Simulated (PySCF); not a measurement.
**GeF⁻: a base run and its variants**

Base input, run as `OMP_NUM_THREADS=1 python input.py` with PySCF 2.14:

```python
from pyscf import gto, scf, mp

mol = gto.M(
    atom='Ge 0 0 0; F 0 0 1.875',
    basis='cc-pvdz',
    charge=-1,
    spin=2,
    verbose=4,
)
mf = scf.UHF(mol)
mf.kernel()
mp.MP2(mf, frozen=10).kernel()
mf.dip_moment()
print('orbital energies (hartree):', [e[max(0, n-3):n+3].round(4) for e, n in zip(mf.mo_energy, mol.nelec)])
```

Base result: E(SCF) = -2174.789766 Eh, 11 cycles, E(MP2) − E(SCF) = -0.26249 Eh, ⟨S²⟩ = 2.023. The basis has no diffuse functions, which an anion needs. The bond length is a typed value, not an optimised one. The dipole of an ion depends on the origin. No search for the lowest solution was made.

It ran on Arm Neoverse N1 (1 thread, shared host) in 1.5 s, peak memory 0.12 GiB.

Each row names what differs from the base; energies in brackets are changes from the base.

| change | result | wall time (s) |
| --- | --- | --- |
| spin-free X2C: off → on [basis contracted without relativity] | E(SCF) = -2191.986384 Eh, 11 cycles, E(MP2) − E(SCF) = -0.26279 Eh, ⟨S²⟩ = 2.022 | 1.5 |
| functional: none (Hartree–Fock) → m06l; SCF type: UHF → UKS; step after the SCF: mp2 → analyze | E(SCF) = -2176.745376 Eh, 10 cycles, ⟨S²⟩ = 2.003 | 5.9 |
| geometry: bond 1.875 → bond 2.812 | E(SCF) = -2174.721287 Eh (+1.8634 eV), 13 cycles, E(MP2) − E(SCF) = -0.25898 Eh, ⟨S²⟩ = 2.016 | 1.4 |
| step after the SCF: mp2 → stability | E(SCF) = -2174.789766 Eh (+0.0000 eV), 11 cycles, ⟨S²⟩ = 2.023, internal stable; real -> complex stable; UHF/UKS -> GHF/GKS stable | 1.9 |
| functional: none (Hartree–Fock) → r2scan; SCF type: UHF → UKS; step after the SCF: mp2 → analyze | E(SCF) = -2176.773575 Eh, 10 cycles, ⟨S²⟩ = 2.007 | 5.8 |
| SCF type: UHF → RHF [runs as restricted open-shell] | E(SCF) = -2174.785367 Eh (+0.1197 eV), 9 cycles, E(MP2) − E(SCF) = -0.26537 Eh | 1.4 |
| second-order solver: off → on | E(SCF) = -2174.789766 Eh (+0.0000 eV), 3 cycles, E(MP2) − E(SCF) = -0.26249 Eh, ⟨S²⟩ = 2.023 | 1.5 |
| SCF type: UHF → ROHF | E(SCF) = -2174.785367 Eh (+0.1197 eV), 9 cycles, E(MP2) − E(SCF) = -0.26537 Eh | 1.5 |
| frozen orbitals: 10 → 42 [unsound on purpose] | stops with ValueError (zero-size array to reduction operation maximum which has no identity) after the SCF | 1.3 |
| spin (2S): 2 → 4 [a high spin state] | E(SCF) = -2174.606147 Eh (+4.9965 eV), 12 cycles, E(MP2) − E(SCF) = -0.24352 Eh, ⟨S²⟩ = 6.011 | 1.5 |
| cycle limit: 50 → 1 [unsound on purpose] | not converged: SCF after 1 cycles | 1.4 |
| length unit: angstrom → bohr [unsound on purpose] | E(SCF) = -2173.028542 Eh (+47.9254 eV), 10 cycles, E(MP2) − E(SCF) = -0.25534 Eh, ⟨S²⟩ = 2.030 | 1.5 |
| functional: none (Hartree–Fock) → pbesol; SCF type: UHF → UKS; step after the SCF: mp2 → analyze | E(SCF) = -2174.625191 Eh, 10 cycles, ⟨S²⟩ = 2.002 | 3.9 |
| basis set: cc-pvdz → 6-31g [no diffuse functions for the anion] | E(SCF) = -2174.470451 Eh (+8.6890 eV), 11 cycles, E(MP2) − E(SCF) = -0.30205 Eh, ⟨S²⟩ = 2.012 | 1.5 |
| basis set: cc-pvdz → lanl2dz; core potential: off → on; frozen orbitals: 10 → 1 [no diffuse functions for the anion] | E(SCF) = -103.111583 Eh, 10 cycles, E(MP2) − E(SCF) = -0.13935 Eh, ⟨S²⟩ = 2.012 | 1 |
| Cartesian functions: off → on | E(SCF) = -2174.790741 Eh (-0.0265 eV), 11 cycles, E(MP2) − E(SCF) = -0.26721 Eh, ⟨S²⟩ = 2.023 | 1.5 |
| basis set: cc-pvdz → jorge-dzp [no diffuse functions for the anion] | E(SCF) = -2174.766575 Eh (+0.6311 eV), 12 cycles, E(MP2) − E(SCF) = -0.49565 Eh, ⟨S²⟩ = 2.013 | 1.9 |
| PCM solvent, dielectric constant: none → 20.5; step after the SCF: mp2 → analyze | E(SCF) = -2174.882390 Eh (-2.5204 eV), 11 cycles, ⟨S²⟩ = 2.023 | 3.8 |
| cycle limit: 50 → 3 [unsound on purpose] | not converged: SCF after 3 cycles | 1.4 |
| density fitting: none → def2-universal-jkfit | E(SCF) = -2174.789659 Eh (+0.0029 eV), 11 cycles, E(MP2) − E(SCF) = -0.26251 Eh, ⟨S²⟩ = 2.023 | 1.3 |

Q: Order these changes by how far they move the SCF energy from the base, largest first: (1) PCM solvent, dielectric constant: none → 20.5; step after the SCF: mp2 → analyze; (2) SCF type: UHF → RHF; (3) SCF type: UHF → ROHF; (4) geometry: bond 1.875 → bond 2.812.

A: (1) -2.5204 eV, (4) +1.8634 eV, (2) +0.1197 eV, (3) +0.1197 eV.
